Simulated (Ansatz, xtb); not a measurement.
## C6H5N: 3 structures ranked

3 gas-phase structures of C6H5N, from a drawn sample of its isomers (lower ones may exist). Each was relaxed with GFN2-xTB:

A. `N#CC1=CCC=C1`, a singlet
B. `N#CC1C=CC=C1`, a singlet
C. `N#CC1=CC=CC1`, a singlet

Q: Estimate their order in r2SCAN-D4/def2-SVP//GFN2-xTB energy at these geometries, lowest first.

A: Calculated order at r2SCAN-D4/def2-SVP//GFN2-xTB: C (0.0), A (10.8), B (44.3) kJ/mol.

Energies above the lowest of each column, in kJ/mol; the last columns are at r2SCAN-D4/def2-SVP geometries:

| structure | GFN2-xTB | HF/STO-3G | r2SCAN-D4/def2-SVP//GFN2-xTB | r2SCAN-D4/def2-SVP | CCSD(T)/def2-SVP + ΔMP2/def2-TZVPP |
| --- | --- | --- | --- | --- | --- |
| C | 0.0 | 0.0 | 0.0 | 0.0 | 0.0 |
| A | 8.3 | 2.9 | 10.8 | 10.6 | 5.6 |
| B | 27.8 | 32.4 | 44.3 | 42.0 | 24.6 |

Every level run on C puts it lowest or level with the lowest. ΔMP2 is the change of the MP2 energy from the smaller to the larger basis.

Programs: Ansatz 0.2.0, xtb 6.7.1.
